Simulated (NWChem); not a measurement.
System: BeSiH₄O; SMILES [SiH3][Be][OH]

```xyz
7

Be     0.6558     0.0441    -0.4567
O      1.7793     0.0694    -1.2787
H      2.5408     0.0873    -1.8431
Si    -1.0911     0.0039     0.8220
H     -1.9282    -1.2222     0.6033
H     -1.9911     1.1823     0.5917
H     -0.7299     0.0205     2.2784
```
Atoms are numbered in this order, from 1.

Program: NWChem. Pople sets run with spherical d functions. Structure relaxed at the PBE0/def2-SVP level. Vzz is the largest principal value of the second derivative of the potential at the nucleus (NWChem prints the opposite sign); η is the asymmetry. Non-relativistic.

| level | Vzz Be1 (a.u.) | η Be1 | Vzz O2 (a.u.) | η O2 |
|---|---|---|---|---|
| CAM-B3LYP/6-31G* | -0.174 | 0.00 | 1.318 | 0.00 |
| CAM-B3LYP/def2-SVP | -0.155 | 0.00 | 1.284 | 0.00 |
| PBE/6-31G* | -0.158 | 0.00 | 1.294 | 0.00 |
| PBE/def2-TZVP | -0.179 | 0.00 | 1.286 | 0.00 |
